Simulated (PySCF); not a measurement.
# Correlation energy of Se+ (selenium, charge +1)

Starting occupation: [Ar] 3d10 4s1 4p3 5s1, 4s1/2 with m_j = +1/2, 4p3/2 with m_j = -1/2, +1/2, +3/2, 5s1/2 with m_j = +1/2. All numbers are calculated (PySCF 2.14, X2C-1e with screened-nucleus spin-orbit coupling, Gaussian nucleus, in x2c-TZVPall-2c with one added diffuse shell each of s, p, d type (7s8p5d1f, 63 functions)). Frozen: [Ne]; 23 electrons correlated.

MP2 pair energies summed by pair of shells (mhartree):

```json
{"pair": "3d-3d", "energy": "-92.05", "share (%)": "32.1"}
{"pair": "3d-3p", "energy": "-74.16", "share (%)": "25.9"}
{"pair": "3p-3p", "energy": "-24.80", "share (%)": "8.6"}
{"pair": "3d-3s", "energy": "-20.03", "share (%)": "7.0"}
{"pair": "3d-4p", "energy": "-18.58", "share (%)": "6.5"}
{"pair": "4p-4p", "energy": "-16.84", "share (%)": "5.9"}
{"pair": "3p-3s", "energy": "-11.41", "share (%)": "4.0"}
{"pair": "4p-5s", "energy": "-9.61", "share (%)": "3.3"}
{"pair": "3d-4s", "energy": "-5.75", "share (%)": "2.0"}
{"pair": "3p-4p", "energy": "-4.26", "share (%)": "1.5"}
{"pair": "4p-4s", "energy": "-3.03", "share (%)": "1.1"}
{"pair": "3p-4s", "energy": "-1.64", "share (%)": "0.6"}
{"pair": "3s-3s", "energy": "-1.43", "share (%)": "0.5"}
{"pair": "3d-5s", "energy": "-1.30", "share (%)": "0.5"}
{"pair": "3s-4p", "energy": "-0.98", "share (%)": "0.3"}
{"pair": "4s-5s", "energy": "-0.36", "share (%)": "0.1"}
{"pair": "3s-4s", "energy": "-0.29", "share (%)": "0.1"}
{"pair": "3p-5s", "energy": "-0.28", "share (%)": "0.1"}
{"pair": "3s-5s", "energy": "-0.05", "share (%)": "0.0"}
```

Total MP2 correlation energy: -286.86 mhartree.

The GHF reference relaxed away from the jj start to a determinant that is no pure jj level (⟨S²⟩ = 8.74, ⟨J²⟩ = 8.75); the energies belong to that determinant.

This basis was not built for core-valence correlation, so the inner-shell part is incomplete.
